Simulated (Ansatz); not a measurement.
Geometry optimisation, RKS PBE/def2-SVP in Ansatz.

Input:

```yaml
crystal:
  periodic: [false, false, false]
  atoms:
    - { symbol: Hf, position_ang: [0.618778, -0.343339, -0.466757] }
    - { symbol: "N", position_ang: [-0.321426, -0.356462, 2.789051] }
    - { symbol: H, position_ang: [-1.172373, -0.814383, 3.140055] }
    - { symbol: H, position_ang: [-0.191694, 0.505733, 3.33412] }
    - { symbol: Cl, position_ang: [1.591715, -0.478902, -2.580442] }
    - { symbol: Cl, position_ang: [0.437787, 1.964439, -0.102564] }
    - { symbol: Cl, position_ang: [-1.457404, -1.388372, -0.745898] }
    - { symbol: Br, position_ang: [2.34168, -1.646641, 1.083505] }
    - { symbol: H, position_ang: [0.485738, -0.980474, 3.006531] }
basis:
  gaussian: { orbitals: def2-SVP }
hamiltonian:
  xc: pbe
relax:
  f_tol: 0.03
  max_steps: 50
output:
  orbitals: {}
```

Launched with:

```bash
$ ansatz run input.yaml --threads 4 --pin off --max-ram 5120MiB --backend cpu --events-out ev --progress --plain --runs-dir out
```

Where does it end, and by what steps?

It converged. The force dipped under the threshold on the way, but the program's further checks kept it going. After 16 steps the energy has fallen by 0.782 eV; H3 moved furthest, 1.04 Å. Joined: Hf1–N2 (3.39 → 2.44 Å).

```csv
step,energy less start (eV),largest force component (eV/Å),accepted
0,0.0000,1.337,yes
1,-0.2553,0.881,yes
2,-0.5092,1.026,yes
3,-0.6813,1.042,yes
4,-0.7125,0.791,yes
5,-0.7454,0.492,yes
6,-0.7656,0.087,yes
7,-0.7700,0.018,yes
8,-0.7498,0.868,no
9,-0.7715,0.026,yes
10,-0.7729,0.239,yes
11,-0.7751,0.136,yes
12,-0.7793,0.016,yes
13,-0.7673,0.564,no
14,-0.7805,0.138,yes
15,-0.7812,0.095,yes
16,-0.7825,0.006,yes
```

```xyz
9
Properties=species:S:1:pos:R:3
Hf 0.580 -0.396 0.023
N -0.182 -0.374 2.344
H -1.159 -0.056 2.433
H 0.383 0.252 2.938
Cl 1.306 -0.412 -2.224
Cl 0.268 1.944 0.285
Cl -1.353 -1.755 -0.212
Br 2.628 -1.436 1.091
H -0.137 -1.306 2.781
```

Whether the end is a true minimum wasn't checked by a vibrational analysis.

Run time: 38 s on 4 threads of Arm Neoverse V2 (shared host), peak memory 0.25 GiB.
